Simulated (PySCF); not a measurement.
## Assigning NMR signals

Geometry:
```
atom   x (Å)   y (Å)   z (Å)
  C1   3.044   0.057  -0.136
  C2   1.698  -0.638  -0.283
  C3   0.539   0.350  -0.218
  C4  -0.794  -0.308  -0.412
  O5  -0.963  -1.486  -0.612
  C6  -1.994   0.661  -0.349
  C7  -3.325  -0.016  -0.428
  O8  -1.829   1.851  -0.245
  H9   3.112   0.566   0.823
 H10   3.187   0.792  -0.925
 H11   3.851  -0.669  -0.196
 H12   1.576  -1.380   0.508
 H13   1.656  -1.169  -1.236
 H14   0.637   1.124  -0.985
 H15   0.519   0.875   0.742
 H16  -3.455  -0.636   0.458
 H17  -3.339  -0.682  -1.289
 H18  -4.128   0.713  -0.491
```

Theory: GIAO PBE0/pcSseg-1 shieldings, GFN2-xTB geometry, in PySCF 2.14.0 with density-fitted response routines (in vacuum, one conformer, averaged over atoms made equivalent by symmetry, fast rotation or ring inversion, relativity neglected).

δ = σ(ref) − σ, references computed at the same level: ¹³C (186.93 ppm) and ¹H (31.72 ppm) vs TMS.

(1) Assign these signals to the numbered atoms. ¹³C{¹H} NMR (computed): δ 206.3, 204.3, 43.9, 27.2, 20.1, 15.6.

(2) Assign these signals to the numbered atoms. ¹H NMR (500 MHz, computed): δ 2.76 (t, 2H), 2.46 (s, 3H), 1.55 (m, 2H), 1.07 (t, 3H).

Results:

(1) 
| δ (ppm) | atoms | environment | reason |
| --- | --- | --- | --- |
| 206.3 | C4 | ketone carbonyl carbon | low-lying n→π* states of the double bond to the heteroatom give a large paramagnetic term (-275 ppm) |
| 204.3 | C6 | ketone carbonyl carbon | – |
| 43.9 | C3 | sp3 CH2 α to a carbonyl | the adjacent C=O deshields it moderately |
| 27.2 | C7 | methyl carbon α to a carbonyl | the adjacent C=O deshields it moderately |
| 20.1 | C2 | sp3 CH2 | a saturated carbon with 2 carbon neighbours and no heteroatom attached |
| 15.6 | C1 | methyl carbon | a saturated carbon with 1 carbon neighbour and no heteroatom attached |

C4 and C6 lie closer than the usual error of such a calculation, so a measured spectrum could show them in the other order.

(2) 
```tsv
δ (ppm)	atoms	environment	reason
2.76	H14/H15	hydrogen on an sp3 CH2 α to a carbonyl	α to C=O
2.46	H16/H17/H18	hydrogen on a methyl carbon α to a carbonyl	α to C=O
1.55	H12/H13	hydrogen on an sp3 CH2	–
1.07	H9/H10/H11	hydrogen on a methyl carbon	far from electronegative atoms and π systems
```

Shifts are as computed. Against solution values, carbons near 30 ppm lie about +3 ppm off and those near 130 ppm about +5 ppm (rms about the fit 2.1 ppm; single classes can miss by 10 ppm). Of 1328 compounds with measured shifts, 309 miss one by over three times the rms of a fit or turn the order of signals round; such compounds aren't used in these exercises. Signals without a measured value on file couldn't be tested in this way; 1H shifts scatter by 0.2 ppm about their fit, and single ones miss by 0.5 ppm. Multiplicities follow the n + 1 count of equivalent neighbours, as no J values were calculated; m marks all less simple cases, F and P coupling included.
